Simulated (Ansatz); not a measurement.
Consider the ligand exchange at the Si–C bond: `C[SiH2]C=N` + `O[SiH2]F` → `C[SiH2]O[SiH2]F` + `C=N`.

Program: Ansatz. Geometries: PBE0-D4/def2-TZVP. ΔE: electronic, gas phase. CCSD(T)/CBS adds triple-zeta CCSD(T) − MP2 to the extrapolated MP2 energy (def2 sets, frozen cores). This one scheme is used for every species. DFT in def2-TZVPP. One conformer a species, not always the lowest.

`C[SiH2]C=N`:

Z-matrix (Å, degrees):
```
C
Si 1 1.869
H 1 1.092 2 110.7
H 1 1.092 2 110.9 3 120.2
H 1 1.093 2 110.8 3 -119.7
C 2 1.892 1 111.1 3 179.8
H 2 1.490 1 109.9 3 59.1
H 2 1.490 1 111.5 3 -62.1
N 6 1.271 2 126.2 1 119.8
H 6 1.099 2 118.5 1 -59.6
H 9 1.024 6 110.9 2 0.7
```

`O[SiH2]F`:

Z-matrix (Å, degrees):
```
Si
F 1 1.596
O 1 1.630 2 111.0
H 1 1.482 2 106.0 3 121.4
H 1 1.474 2 108.2 3 -116.3
H 3 0.958 1 119.1 2 71.8
```

`C[SiH2]O[SiH2]F`:

Z-matrix (Å, degrees):
```
C
Si 1 1.856
H 1 1.093 2 110.4
H 1 1.092 2 110.9 3 119.9
H 1 1.093 2 110.8 3 -119.9
O 2 1.648 1 110.3 3 -179.8
H 2 1.489 1 110.6 3 59.9
H 2 1.485 1 111.2 3 -61.4
Si 6 1.614 2 146.6 1 -76.7
F 9 1.597 6 109.5 2 56.0
H 9 1.480 6 110.8 2 -61.6
H 9 1.477 6 108.9 2 173.5
```

`C=N`:

Z-matrix (Å, degrees):
```
C
N 1 1.261
H 1 1.096 2 124.9
H 1 1.092 2 118.8 3 -180.0
H 2 1.021 1 111.0 3 -0.0
```

CCSD(T)/CBS gives -1.28 eV.

(1) Another level gave -1.29 eV. Which?
A. r2SCAN/def2-TZVPP
B. PBE0-D4/def2-TZVPP
C. B2PLYP/def2-TZVPP
D. revPBE-D4/def2-TZVPP

Largest T1 diagnostic among the species: 0.012.

## Answers

(1) C. B2PLYP -1.29, revPBE-D4 -1.09, PBE0-D4 -1.18, r2SCAN -1.24 eV.

From BLYP to BHLYP (50 % exact exchange), in def2-TZVPP and without D4, ΔE moves by −0.18 eV. In def2-TZVPP, CCSD(T) changes the Hartree–Fock value by +0.23 eV (the triples alone add +0.04 eV) and MP2 by +0.22 eV. Leaving LDA and LC-ωPBE aside and taking each functional with its dispersion term where it has one, the values, not all of them listed here, spread over 0.32 eV, from BHLYP-D4 to revPBE-D4.
